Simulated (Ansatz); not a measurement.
`O[SiH](F)[SiH](Cl)Cl` + silanol → `O[SiH2][SiH](Cl)Cl` + `O[SiH2]F`  (formal exchange of groups at the Si–Si bond)

Gas-phase electronic energies from Ansatz, PBE0-D4/def2-TZVP geometries. CBS: MP2 limit from def2 TZ/QZ plus the TZ coupled-cluster correction, frozen cores. Functionals use def2-TZVPP. B3LYP here is the variant with VWN-RPA as its local correlation; programs differ in this. HSE06 is defined as in plane-wave codes. Each species was taken in one conformer, which may not be the lowest.

`O[SiH](F)[SiH](Cl)Cl`:

Cartesian coordinates in Å:
```
O -0.153 -1.034 1.705
Si 0.316 -1.071 0.145
F -0.581 -2.080 -0.711
Si -0.007 1.064 -0.782
Cl 1.576 2.266 -0.280
Cl -1.719 1.785 0.114
H -0.936 -0.526 1.931
H 1.706 -1.570 0.123
H -0.202 1.165 -2.245
```

`O[SiH3]`:

Z-matrix (Å, degrees):
```
Si
O 1 1.648
H 1 1.489 2 111.7
H 1 1.489 2 111.7 3 120.9
H 1 1.481 2 105.9 3 -119.6
H 2 0.957 1 117.9 3 -60.5
```

`O[SiH2][SiH](Cl)Cl`:

```xyz
9

O    -1.148   -0.179   -1.737
Si   -1.059    0.272   -0.155
Si    1.166    0.154    0.579
Cl    1.236    0.213    2.629
Cl    1.883   -1.665   -0.083
H    -0.757   -1.022   -1.975
H    -1.578    1.659   -0.081
H    -1.851   -0.614    0.742
H     2.108    1.183    0.080
```

`O[SiH2]F`:

Z-matrix (Å, degrees):
```
Si
F 1 1.596
O 1 1.630 2 111.0
H 1 1.482 2 106.0 3 121.4
H 1 1.474 2 108.2 3 -116.3
H 3 0.958 1 119.1 2 71.8
```

```json
{"level": "LDA (SPW92)", "ΔE (kJ/mol)": "-6.6", "difference from CCSD(T)/CBS": "2.2"}
{"level": "PBE-D4", "ΔE (kJ/mol)": "-6.1", "difference from CCSD(T)/CBS": "2.7"}
{"level": "revPBE-D4", "ΔE (kJ/mol)": "-4.9", "difference from CCSD(T)/CBS": "3.9"}
{"level": "BLYP-D4", "ΔE (kJ/mol)": "-4.9", "difference from CCSD(T)/CBS": "3.9"}
{"level": "r2SCAN-D4", "ΔE (kJ/mol)": "-7.2", "difference from CCSD(T)/CBS": "1.6"}
{"level": "B97M-V", "ΔE (kJ/mol)": "-6.9", "difference from CCSD(T)/CBS": "1.9"}
{"level": "PBE0-D4", "ΔE (kJ/mol)": "-7.3", "difference from CCSD(T)/CBS": "1.5"}
{"level": "r2SCANh-D4", "ΔE (kJ/mol)": "-7.6", "difference from CCSD(T)/CBS": "1.2"}
{"level": "HSE06-D4", "ΔE (kJ/mol)": "-7.4", "difference from CCSD(T)/CBS": "1.4"}
{"level": "BHLYP-D4", "ΔE (kJ/mol)": "-7.1", "difference from CCSD(T)/CBS": "1.7"}
{"level": "CAM-B3LYP-D4", "ΔE (kJ/mol)": "-6.4", "difference from CCSD(T)/CBS": "2.4"}
{"level": "ωB97X-V", "ΔE (kJ/mol)": "-6.9", "difference from CCSD(T)/CBS": "1.9"}
{"level": "ωB97M-V", "ΔE (kJ/mol)": "-7.2", "difference from CCSD(T)/CBS": "1.6"}
{"level": "B2PLYP", "ΔE (kJ/mol)": "-8.4", "difference from CCSD(T)/CBS": "0.4"}
{"level": "PBE", "ΔE (kJ/mol)": "-7.3", "difference from CCSD(T)/CBS": "1.5"}
{"level": "BLYP", "ΔE (kJ/mol)": "-7.4", "difference from CCSD(T)/CBS": "1.4"}
{"level": "PBE0", "ΔE (kJ/mol)": "-8.4", "difference from CCSD(T)/CBS": "0.4"}
{"level": "B3LYP", "ΔE (kJ/mol)": "-8.1", "difference from CCSD(T)/CBS": "0.7"}
{"level": "r2SCANh", "ΔE (kJ/mol)": "-8.0", "difference from CCSD(T)/CBS": "0.8"}
{"level": "r2SCAN0", "ΔE (kJ/mol)": "-8.6", "difference from CCSD(T)/CBS": "0.2"}
{"level": "HSE06", "ΔE (kJ/mol)": "-8.4", "difference from CCSD(T)/CBS": "0.4"}
{"level": "BHLYP", "ΔE (kJ/mol)": "-8.8", "difference from CCSD(T)/CBS": "0.0"}
{"level": "CAM-B3LYP", "ΔE (kJ/mol)": "-7.6", "difference from CCSD(T)/CBS": "1.2"}
{"level": "LC-ωPBE", "ΔE (kJ/mol)": "-7.7", "difference from CCSD(T)/CBS": "1.1"}
{"level": "RPA@PBE/def2-TZVPP", "ΔE (kJ/mol)": "-8.0", "difference from CCSD(T)/CBS": "0.8"}
{"level": "HF/def2-SVP", "ΔE (kJ/mol)": "-9.0", "difference from CCSD(T)/CBS": "-0.2"}
{"level": "MP2/def2-SVP", "ΔE (kJ/mol)": "-7.9", "difference from CCSD(T)/CBS": "0.9"}
{"level": "CCSD/def2-SVP", "ΔE (kJ/mol)": "-7.9", "difference from CCSD(T)/CBS": "0.9"}
{"level": "CCSD(T)/def2-SVP", "ΔE (kJ/mol)": "-7.5", "difference from CCSD(T)/CBS": "1.3"}
{"level": "HF/def2-TZVPP", "ΔE (kJ/mol)": "-9.9", "difference from CCSD(T)/CBS": "-1.1"}
{"level": "MP2/def2-TZVPP", "ΔE (kJ/mol)": "-9.2", "difference from CCSD(T)/CBS": "-0.4"}
{"level": "SCS-MP2/def2-TZVPP", "ΔE (kJ/mol)": "-9.0", "difference from CCSD(T)/CBS": "-0.2"}
{"level": "CCSD/def2-TZVPP", "ΔE (kJ/mol)": "-9.0", "difference from CCSD(T)/CBS": "-0.2"}
{"level": "CCSD(T)/def2-TZVPP", "ΔE (kJ/mol)": "-8.6", "difference from CCSD(T)/CBS": "0.2"}
{"level": "HF/def2-QZVPP", "ΔE (kJ/mol)": "-10.0", "difference from CCSD(T)/CBS": "-1.2"}
{"level": "MP2/def2-QZVPP", "ΔE (kJ/mol)": "-9.4", "difference from CCSD(T)/CBS": "-0.6"}
{"level": "SCS-MP2/def2-QZVPP", "ΔE (kJ/mol)": "-9.1", "difference from CCSD(T)/CBS": "-0.3"}
{"level": "HF/CBS(def2)", "ΔE (kJ/mol)": "-10.1", "difference from CCSD(T)/CBS": "-1.3"}
{"level": "MP2/CBS(def2)", "ΔE (kJ/mol)": "-9.4", "difference from CCSD(T)/CBS": "-0.6"}
{"level": "CCSD/CBS(def2)", "ΔE (kJ/mol)": "-9.2", "difference from CCSD(T)/CBS": "-0.4"}
{"level": "CCSD(T)/CBS", "ΔE (kJ/mol)": "-8.8", "difference from CCSD(T)/CBS": "0"}
```

Largest T1 diagnostic among the species: 0.011.

Leaving LDA and LC-ωPBE aside and taking each functional with its dispersion term where it has one, the values, not all of them listed here, spread over 4.2 kJ/mol, from PBE-QIDH to BLYP-D4.
